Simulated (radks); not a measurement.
These are the eigenvalues of the occupied orbitals of an atom or ion with whole-number occupations (hartree). Method: scalar-relativistic Kohn-Sham, Slater X-alpha with alpha = 0.667, spin-polarised, spherical densities, finite nucleus; Fermi nuclear charge, rms radius of each element as measured or else 0.836 A^(1/3) + 0.57 fm; computed with a radial shooting solver on a logarithmic mesh with Libxc functionals.

orbital  eigenvalue
1s down   -2037.700
1s up     -2037.700
2s up     -341.2618
2s down   -341.2597
2p up     -302.5546
2p down   -302.5531
3s up     -76.57096
3s down   -76.52210
3p up     -64.73823
3p down   -64.68966
3d up     -49.67264
3d down   -49.63483
4s up     -15.51412
4s down   -15.41057
4p up     -11.61709
4p down   -11.51479
4d up      -6.34877
4d down    -6.24848
5s up      -2.35235
5s down    -2.30002
5p up      -1.44432
5p down    -1.40582
4f up      -0.62652
4f down    -0.53948

Which element is it, and in what charge state? The configuration may be excited. Open shells, if any, are filled with parallel spins first.

Answer. Z = 67, holmium, charge +2: Ho2+ in [Xe] 4f11. The list shows which subshells hold electrons but not how many an open one holds; the 1s level, -2037.7 hartree, gives Z - s = 63.8 by -(Z - s)^2/2, which with screening and relativity narrows Z to a few neighbours, and the depths of the outer levels then fix element, charge and occupations together.
